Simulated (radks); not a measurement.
Spin polarisation of the 3p3 shell in the sulfur ion S+. Start: [Ne] 3s2 3p(up 1.5, down 1.5); electrons of 3p are moved from spin down to spin up, other shells keep equal spins. Method: non-relativistic Kohn-Sham, TPSS, spin-polarised, spherical densities, point nucleus; meta-GGA in the generalised Kohn-Sham scheme; computed with a radial shooting solver on a logarithmic mesh with Libxc functionals.

moment (Bohr magnetons),E - E(0) (eV),e(3p up) (eV),e(3p down) (eV),3s down minus up (eV),2p down minus up (eV),2s down minus up (eV)
0,0.000,-16.870,-16.870,0.000,0.000,0.000
0.75,-0.162,-17.269,-16.407,0.942,0.155,0.103
1.5,-0.649,-17.609,-15.868,1.906,0.311,0.205
2.25,-1.472,-17.895,-15.239,2.922,0.465,0.308
3,-2.644,-18.115,-14.531,3.996,0.619,0.411

At moment 3 the spin-polarisation energy is -2.644 eV and the 3p exchange splitting 3.584 eV, that is 1.195 eV per Bohr magneton; E = -I m^2/4 would give I = 1.175 eV.
